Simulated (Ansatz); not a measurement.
Reaction (formal exchange of groups at the Si–F bond): `F[SiH]([SiH3])O[SiH3]` + `[AlH3]` → `[AlH2][SiH]([SiH3])O[SiH3]` + H–F

Calculated with Ansatz (gas phase, PBE0-D4/def2-TZVP geometries, no zero-point term in ΔE). CCSD(T)/CBS is the MP2 limit (def2-TZVPP, def2-QZVPP) plus CCSD(T) − MP2 in def2-TZVPP, frozen cores. This one scheme is used for every species. Functionals use def2-TZVPP. B3LYP here is the variant with VWN-RPA as its local correlation; programs differ in this. HSE06 is defined as in plane-wave codes. Each species was taken in one conformer, which may not be the lowest.

| level | ΔE (kJ/mol) | difference from CCSD(T)/CBS |
| --- | --- | --- |
| LDA (SPW92) | 130.0 | -16.0 |
| PBE-D4 | 123.9 | -22.1 |
| revPBE-D4 | 122.8 | -23.2 |
| BLYP-D4 | 146.3 | 0.3 |
| r2SCAN-D4 | 147.5 | 1.5 |
| B97M-V | 161.6 | 15.6 |
| PBE0-D4 | 129.7 | -16.3 |
| B3LYP-D4 | 150.1 | 4.1 |
| r2SCANh-D4 | 147.5 | 1.5 |
| r2SCAN0-D4 | 147.8 | 1.8 |
| HSE06-D4 | 129.1 | -16.9 |
| BHLYP-D4 | 159.1 | 13.1 |
| CAM-B3LYP-D4 | 161.6 | 15.6 |
| ωB97X-V | 152.6 | 6.6 |
| ωB97M-V | 156.8 | 10.8 |
| B2PLYP | 157.8 | 11.8 |
| PBE-QIDH | 143.3 | -2.7 |
| PBE | 128.6 | -17.4 |
| BLYP | 154.5 | 8.5 |
| r2SCAN | 148.9 | 2.9 |
| B3LYP | 157.6 | 11.6 |
| r2SCAN0 | 149.6 | 3.6 |
| HSE06 | 133.5 | -12.5 |
| BHLYP | 167.7 | 21.7 |
| RPA@PBE/def2-TZVPP | 148.1 | 2.1 |
| HF/def2-SVP | 167.3 | 21.3 |
| MP2/def2-SVP | 150.9 | 4.9 |
| CCSD/def2-SVP | 147.2 | 1.2 |
| CCSD(T)/def2-SVP | 144.5 | -1.5 |
| HF/def2-TZVPP | 181.4 | 35.4 |
| MP2/def2-TZVPP | 151.8 | 5.8 |
| SCS-MP2/def2-TZVPP | 158.8 | 12.8 |
| CCSD/def2-TZVPP | 151.2 | 5.2 |
| CCSD(T)/def2-TZVPP | 146.5 | 0.5 |
| HF/def2-QZVPP | 184.3 | 38.3 |
| MP2/def2-QZVPP | 152.5 | 6.5 |
| SCS-MP2/def2-QZVPP | 159.4 | 13.4 |
| HF/CBS(def2) | 184.7 | 38.7 |
| MP2/CBS(def2) | 151.3 | 5.3 |
| CCSD/CBS(def2) | 150.7 | 4.7 |
| CCSD(T)/CBS | 146.0 | 0 |

Q: What do rigid-rotor, harmonic-oscillator terms from PBE0-D4/def2-TZVP frequencies (298.15 K, 1 bar) make of the CCSD(T)/CBS value? (Estimate.)

A: Ansatz gave: ΔZPE = +2.8 kJ/mol, ΔH = +152.6 kJ/mol, ΔS = 14 J/(mol·K), ΔG = +148.3 kJ/mol. Modes under 50 cm⁻¹ make the entropy rough.

Largest T1 diagnostic among the species: 0.013.

From BLYP to BHLYP (50 % exact exchange), in def2-TZVPP and without D4, ΔE moves by +13.2 kJ/mol. Leaving LDA and LC-ωPBE aside and taking each functional with its dispersion term where it has one, the values spread over 38.8 kJ/mol, from revPBE-D4 to CAM-B3LYP-D4. The D4 term adds −7.5 kJ/mol with B3LYP and −4.4 kJ/mol with PBE0; it sums over pairs of atoms, weighted by their polarisabilities, and B3LYP, whose exchange is more repulsive, gets the larger term.
